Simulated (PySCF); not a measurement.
SeCl4, SMILES Cl[Se](Cl)(Cl)Cl. Coordinates come from a PBE0-D3(BJ)/def2-SVP optimisation. The isomer is the one that the SMILES or the coordinates give; other isomers of the formula were not compared.

Computed equilibrium geometry at PBE0-D3(BJ)/def2-SVP (PySCF confirms it by a frequency run) as a Z-matrix, and its point group:
point group C2v.
```
Se
Cl 1 2.1657
Cl 1 2.1657 2 102.42
Cl 1 2.3273 2 91.00 3 -91.24
Cl 1 2.3273 2 91.00 4 -177.52
```
Charge 0, spin multiplicity 1.
